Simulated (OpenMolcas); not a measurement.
**N: effect of the basis set**

```json
{
 "Program": "OpenMolcas",
 "Method": "SS-CASPT2, IPEA 0.25 Eh, imaginary shift 0.1 Eh (closed shells correlated: 1s 2s)",
 "Active space": "3 electrons in 3 orbitals (2p)",
 "State averaging": "2S+1 = 4 odd, 1 root; 2S+1 = 2 odd, 8 roots",
 "Spin-orbit coupling": "RASSI with atomic mean-field integrals over the reference wave functions, term energies averaged over their components"
}
```

A. ANO-RCC-VDZP [3s2p1d], DKH2, point nucleus; CASPT2 step about 0.9 core-seconds
B. ANO-RCC-VTZP [4s3p2d1f], DKH2, point nucleus; CASPT2 step about 0.5 core-seconds
C. ANO-L-VTZP [4s3p2d1f], non-relativistic, point nucleus; CASPT2 step roughly 0.9 core-seconds
D. ANO-R3 [4s4p2d1f], X2C, finite nucleus; CASPT2 step roughly 0.8 core-seconds
E. ANO-R2 [4s4p2d1f], X2C, finite nucleus; CASPT2 step of the order of 1.1 core-seconds
F. ANO-RCC-VQZP [5s4p3d2f1g], DKH2, point nucleus; CASPT2 step of the order of 0.8 core-seconds

Energies in cm⁻¹ above 2s² 2p³ ⁴S°_3/2, the measured ground level; measured values from NIST Handbook of Basic Atomic Spectroscopic Data.

| Level | A | B | C | D | E | F | Measured |
| --- | --- | --- | --- | --- | --- | --- | --- |
| 2s² 2p³ ⁴S°_3/2 | 0.0 | 0.0 | 0.0 | 0.0 | 0.0 | 0.0 | 0.0 |
| 2s² 2p³ ²D°_3/2 | 21410 | 19680 | 19910 | 19650 | 19630 | 19210 | 19233 |
| 2s² 2p³ ²D°_5/2 | 21410 | 19680 | 19910 | 19650 | 19630 | 19220 | 19224 |
| 2s² 2p³ ²P°_1/2 | 33240 | 31260 | 31690 | 31110 | 31080 | 30650 | 28839 |
| 2s² 2p³ ²P°_3/2 | 33250 | 31260 | 31690 | 31110 | 31080 | 30650 | 28839 |

Deviations, from unrounded energies. A percentage is the sum of absolute deviations over the sum of measured energies, with the sign that they share, or ± where signs differ.

```tsv
Against measurement	Levels	A	B	C	D	E	F
mean absolute deviation (cm-1)	4	3300	1400	1800	1300	1300	910
other terms of the ground configuration (%)	4	+13.7	+6.0	+7.3	+5.6	+5.5	±3.8
```

F lies closest to measurement on these levels and A furthest from it. The largest miss of F in the table is 2s² 2p³ ²P°_3/2, by +1800 cm-1. The ranking rests on the paired levels alone, and a cruder setting can come out closer through cancelling errors.

Among A to F the level of the table that moves most is 2s² 2p³ ²P°_1/2, by 2600 cm-1 (lowest in F, highest in A). Moves below CASPT2's spread within the term are not significant.

CASPT2 does not keep the components of a term degenerate, so their means are used; among the terms shown or strongly mixed into the levels shown the widest spread is 240 cm-1 (2s² 2p³ ²D°, B). With the s shell closed, the reference lacks s² → p² mixing. Some terms miss by over 15 % even with CASPT2, which points to a basis or an active space too small for the shells correlated (holds for A). Measured partners are found by configuration, term and J. A level has none where our copy of the source lacks it or the pairing is in doubt (some pairs that miss far off the trend of their configuration count as doubtful), and it then counts in no deviation. Levels of configurations outside the active space are missing.

° marks odd parity.
